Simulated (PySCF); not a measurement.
Exercise with solution: oscillator strength and radiative lifetime

Ge(F)(OH) (FGeHO), SMILES [OH][Ge][F] (connectivity only; charge and spin as stated), neutral, multiplicity 1.

The structure is a stationary point at PBE0-D3(BJ)/def2-TZVP. One conformer was computed; it need not be the lowest.

TDA-LC-ωPBE/def2-SVPD (PySCF) puts the first singlet state with f over 0.02 at 5.23 eV (vertical), with the transition dipole (0.000, 0.000, -0.988) in atomic units.

Task: Find the oscillator strength, the wavelength and the radiative lifetime that this transition would have in vacuum if emission retraced absorption.

Result: 
|μ|² = 0.9761 au, so |μ| = 2.51 D. ΔE = 5.23/27.211 = 0.1922 hartree. f = (2/3) ΔE |μ|² = 0.125 (the program prints 0.125).
λ = 1239.84/5.23 = 237 nm; ν = 42183 cm⁻¹.
Einstein's coefficient A = 0.6670 ν² f s⁻¹ (ν in cm⁻¹) = 1.5e8 s⁻¹, so τ = 1/A = 6.7 ns. This state is S1. The figure is the radiative limit of this one transition; relaxation, internal conversion, crossing to triplets and a medium change what is measured.
